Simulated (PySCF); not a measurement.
Telling isomers of C₂H₁₃NSi₃ apart by NMR

PySCF calculation with PBE0/pcSseg-1 with gauge-including orbitals and structure optimised with GFN2-xTB; in vacuum, relativity neglected, rapidly exchanging positions averaged, one conformer.

References, each an isolated molecule treated in the same way: 1H, 13C against TMS. Where no couplings were computed, multiplicities follow the n + 1 count of equivalent neighbours, and m marks all less simple cases (inequivalent or close neighbours, rings, F or P nearby). Shifts are as computed. Against solution values, carbons near 30 ppm lie about +3 ppm off and those near 130 ppm about +5 ppm. Of 1313 compounds with measured shifts, 239 miss one by over three times the rms of a fit or turn the order of signals round; such compounds aren't used in these exercises.

(1) Tabulate the signals of `CN(C)[SiH2][SiH2][SiH3]`, `C[SiH](C)N([SiH3])[SiH3]` and their relative energies.

(2) What is the quickest way to tell CN(C)[SiH2][SiH2][SiH3] from C[SiH](C)N([SiH3])[SiH3]?

Answers

(1) 
```tsv
SMILES	carbon types	δC	δH	E rel. (kcal/mol)
CN(C)[SiH2][SiH2][SiH3]	2×CH3	42.9	5.11 (t, 2H), 3.63 (t, 3H), 3.25 (m, 2H), 2.57 (s, 6H)	51.0
C[SiH](C)N([SiH3])[SiH3]	2×CH3	-0.7	5.14 (sept, 1H), 4.74 (s, 6H), 0.30 (d, 6H)	0.0
```

Energies are electronic energies at PBE0/pcSseg-1 on these geometries, without zero-point or thermal terms, each for the one conformer computed, which needn't be the lowest.

(2) Both give the same number of carbon signals, with the same numbers of each carbon type, so the positions decide. The first has a methyl carbon bonded to N (CH3) at 42.9 ppm, the second a methyl carbon bonded to Si (CH3) at -0.7 ppm.
